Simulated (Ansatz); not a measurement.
Wavefunction ladder for `O[C@@H]1S[Si@H]1F`

```xyz
8

O    -1.365   -0.425    0.919
C    -0.324    0.339    0.453
S    -0.438    0.935   -1.387
Si    0.942   -0.402   -0.648
F     2.465    0.029   -0.503
H    -2.117    0.143    1.118
H    -0.074    1.205    1.065
H     0.911   -1.825   -1.017
```

Charge 0, multiplicity 1. All single points use the PBE0-D4/def2-TZVP geometry. It is one conformer, not always the lowest. Frozen core, restricted reference, Ansatz. CBS rows extrapolate triple and quadruple zeta; past MP2 they add the triple-zeta difference.

```json
{"basis": "def2-SVP", "HF (Eh)": "-900.02809", "MP2 corr.": "-0.72391", "CCSD corr.": "?", "(T)": "-0.02117", "CCSD(T) total": "?"}
{"basis": "def2-TZVPP", "HF (Eh)": "-900.54737", "MP2 corr.": "-0.93972", "CCSD corr.": "-0.96711", "(T)": "?", "CCSD(T) total": "?"}
{"basis": "def2-QZVPP", "HF (Eh)": "-900.57771", "MP2 corr.": "?", "CCSD corr.": "–", "(T)": "–", "CCSD(T) total": "–"}
{"basis": "CBS(def2)", "HF (Eh)": "-900.58188", "MP2 corr.": "?", "CCSD corr.": "-1.10668", "(T)": "as TZ", "CCSD(T) total": "?"}
```

(1) Fill in the withheld values. (An estimate is asked.)

## Answers

(1) Ansatz gave: def2-SVP CCSD corr.: -0.75837; def2-SVP CCSD(T) total: -900.80763; def2-TZVPP (T): -0.04015; def2-TZVPP CCSD(T) total: -901.55463; def2-QZVPP MP2 corr.: -1.01989; CBS(def2) MP2 corr.: -1.07928; CBS(def2) CCSD(T) total: -901.72871.
